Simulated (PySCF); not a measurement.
An excited-state job on `B/C(=C\C)CC=C`.

Method: TDDFT CAM-B3LYP/def2-SVPD, vertical, gas phase, core orbitals frozen in the response (PySCF 2.14.0, density-fitted response routines). Geometry: GFN2-xTB. A driver script takes a list of jobs; this job's settings line and coordinates (Å) are shown.

Command:
```bash
OMP_NUM_THREADS=1 python probes_run.py task.json out
```

Input:
```
{"job": {"kind": "uv", "xc": "CAM-B3LYP", "basis": "def2-SVPD", "nstates": 8, "ntriplets": 3}, "charge": 0, "multiplicity": 1}
B     -0.325378     1.466701    -1.212585
C     -0.413459     0.010273    -0.709412
C     -1.472990    -0.541669    -0.092212
C     -2.773376     0.099677     0.239799
C      0.818870    -0.860787    -0.888779
C      1.866083    -0.461625     0.105227
C      3.073019    -0.028949    -0.205716
H     -1.244128     2.189327    -1.193479
H      0.688347     1.860754    -1.644226
H     -1.415201    -1.580743     0.226062
H     -2.823181     1.125808    -0.105150
H     -2.925787     0.082758     1.319705
H     -3.587959    -0.470060    -0.208986
H      0.563119    -1.913622    -0.730828
H      1.212043    -0.746326    -1.900005
H      1.561842    -0.533651     1.142326
H      3.398799     0.056199    -1.229522
H      3.790580     0.252253     0.546604
```

Output:
```
coarse grid: 14424 points
cycle   1  E = -259.6087900402  dE =  7.729e-01  |g| = 3.281e-01  |ddm| = 8.666e+00
cycle   2  E = -259.6256583144  dE = -1.687e-02  |g| = 2.589e-01  |ddm| = 1.521e+00
cycle   3  E = -259.6425206876  dE = -1.686e-02  |g| = 5.890e-02  |ddm| = 6.076e-01
cycle   4  E = -259.6432052703  dE = -6.846e-04  |g| = 3.298e-02  |ddm| = 1.714e-01
cycle   5  E = -259.6434817225  dE = -2.765e-04  |g| = 3.066e-03  |ddm| = 7.197e-02
cycle   6  E = -259.6434844734  dE = -2.751e-06  |g| = 1.716e-03  |ddm| = 1.216e-02
final grid: 137552 points
cycle   7  E = -259.7005167343  dE = -4.131e-05  |g| = 3.703e-03  |ddm| = 1.306e-01
cycle   8  E = -259.7005175774  dE = -8.431e-07  |g| = 3.434e-03  |ddm| = 1.777e-02
cycle   9  E = -259.7005205074  dE = -2.930e-06  |g| = 4.678e-04  |ddm| = 6.061e-03
cycle  10  E = -259.7005205551  dE = -4.772e-08  |g| = 2.243e-04  |ddm| = 1.269e-03
cycle  11  E = -259.7005205691  dE = -1.394e-08  |g| = 3.425e-05  |ddm| = 6.495e-04
cycle  12  E = -259.7005205694  dE = -3.544e-10  |g| = 1.611e-05  |ddm| = 1.103e-04
converged SCF energy = -259.7005205694

Static polarisability (au): isotropic 89.551, principal 67.146 80.324 121.182

Singlet excitations
state   eV       nm        f      main configurations
  1   4.9201    252.0   0.10027   H->L 0.79, H-2->L 0.17
  2   5.2391    236.7   0.13694   H-1->L 0.69, H-2->L 0.14, H->L 0.10
  3   5.6408    219.8   0.00632   H-3->L 0.50, H-2->L 0.38
  4   5.8941    210.4   0.01450   H-3->L 0.41, H-2->L 0.26, H-1->L 0.24
  5   6.9202    179.2   0.00904   H-4->L 0.42, H-5->L 0.40
  6   7.0899    174.9   0.20221   H->L+1 0.49, H->L+2 0.28, H-1->L+1 0.09
  7   7.2663    170.6   0.09430   H->L+2 0.48, H->L+1 0.19, H->L+4 0.16
  8   7.4629    166.1   0.09074   H-1->L+1 0.42, H->L+3 0.22, H->L+4 0.10

Triplet excitations (Tamm-Dancoff, eV): 3.2416 4.3698 4.7983
```

The SCF starts on a coarse grid where the log names one; the energy can jump when the final grid takes over, and dE then counts from the start density on the new grid. H and L stand for HOMO and LUMO; the number after each pair is its weight.

Q: Give S1 in cm⁻¹ and kJ/mol.

A: 4.9201 eV × 8065.54 = 39683 cm⁻¹; × 96.485 = 474.7 kJ/mol.

Main results: HOMO -8.55 eV, LUMO -0.82 eV; lowest singlet 4.92 eV; lowest triplet 3.24 eV (Tamm–Dancoff); mean polarisability 89.6 au.

Hardware: one thread, Arm Neoverse N1 (aarch64) (shared host). Cost: 1.7 min wall (with the writing of density and orbital grids), 1.1 GiB resident at most.

One conformer stands for the species.
Labels such as C1 count atoms from 1, the log's own numbers from 0.
